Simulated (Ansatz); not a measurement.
`FB(F)C(F)(F)F` → B• + C• + 5 F•  (atomization)

Gas-phase electronic energies from Ansatz, PBE0-D4/def2-TZVP geometries. CBS: MP2 limit from def2 TZ/QZ plus the TZ coupled-cluster correction, frozen cores. This one scheme is used for every species, atoms too. Functionals use def2-TZVPP. Open shells (•) are unrestricted, without spin–orbit coupling. Spin–orbit coupling would lower the free atoms: a little for B, C, F.

`FB(F)C(F)(F)F`:

Cartesian coordinates in Å:
```
F 0.250 0.565 1.870
B 0.612 0.342 0.636
F 1.836 0.588 0.254
C -0.444 -0.242 -0.439
F -0.586 0.606 -1.470
F -0.013 -1.412 -0.937
F -1.655 -0.447 0.085
```

| level | ΔE (kcal/mol) |
| --- | --- |
| BLYP-D4 | 752.9 |
| BLYP | 746.5 |
| PBE0 | 747.9 |
| r2SCAN0 | 727.1 |
| HF/def2-TZVPP | 529.8 |
| CCSD(T)/def2-TZVPP | 724.5 |
| MP2/def2-QZVPP | 780.4 |
| SCS-MP2/def2-QZVPP | 754.1 |

Problem. What does CCSD(T)/CBS give? (An estimate is asked.)

Solution. Computed: +744.5 kcal/mol. The listed levels differ from it by 8.4, 2.0, 3.4, -17.4, -214.7, -20.0, 35.9, 9.6 kcal/mol.

Largest T1 diagnostic among the species: 0.014.

From BLYP to BHLYP (50 % exact exchange), in def2-TZVPP and without D4, ΔE moves by −49.3 kcal/mol: exact exchange takes away binding that semilocal exchange gives to molecules. The D4 term adds +4.6 kcal/mol with B3LYP and +2.4 kcal/mol with PBE0; it sums over pairs of atoms, weighted by their polarisabilities, and B3LYP, whose exchange is more repulsive, gets the larger term.

B3LYP here is the variant with VWN-RPA as its local correlation; programs differ in this.

For atomizations the MP2-based limit and the directly extrapolated one differ by several kJ/mol either way, and by 10 to 25 for some Ge, Se and Sn compounds, so smaller differences from it don't rank the levels.
